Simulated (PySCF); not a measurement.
In(H)2(nPr) (C3H9In), SMILES CC[CH2][InH2].

The structure is a stationary point at PBE-D3(BJ)/def2-SVP. The structure was generated by enumeration; whether it is a known compound was not checked. The def2 effective core potentials stand for the cores of In; spin–orbit coupling is left out. The values are those of a single conformer.

Calculation: PySCF with TDDFT-PBE/def2-SVPD.

Vertical excitations. The molecule is in vacuum. State labels are in the subgroup Cs.

```
state  symmetry  energy (eV)  λ (nm)      f                                                                main pairs
-----  --------  -----------  ------  -----  ------------------------------------------------------------------------
S1           A"         3.81     326  0.001                                                           HOMO→LUMO 100 %
S2           A"         4.51     275  0.000                                                         HOMO−1→LUMO 100 %
S3           A'         5.47     227  0.002                                                          HOMO−2→LUMO 98 %
S4           A'         5.77     215  0.101                                        HOMO→LUMO+1 61 %, HOMO→LUMO+2 34 %
S5           A"         5.83     213  0.000                                                         HOMO−3→LUMO 100 %
S6           A'         6.12     202  0.157                                        HOMO→LUMO+2 64 %, HOMO→LUMO+1 26 %
S7           A'         6.34     195  0.004                                    HOMO−1→LUMO+1 65 %, HOMO−1→LUMO+2 30 %
S8           A'         6.65     186  0.093                                        HOMO→LUMO+3 57 %, HOMO→LUMO+4 38 %
S9           A'         6.72     185  0.100  HOMO→LUMO+4 29 %, HOMO→LUMO+3 26 %, HOMO−1→LUMO+2 22 %, HOMO→LUMO+5 14 %
S10          A'         6.83     181  0.054  HOMO−4→LUMO 29 %, HOMO→LUMO+5 19 %, HOMO−1→LUMO+2 18 %, HOMO→LUMO+4 17 %
T1           A"         3.55     349      0                                                           HOMO→LUMO 100 %
T2           A"         4.14     300      0                                                         HOMO−1→LUMO 100 %
T3           A'         4.96     250      0                                                          HOMO→LUMO+1 97 %
T4           A'         5.42     229      0                                                         HOMO−2→LUMO 100 %
```
Triplets are in the Tamm–Dancoff approximation, which puts them higher than full response would, so one can lie above its singlet here.
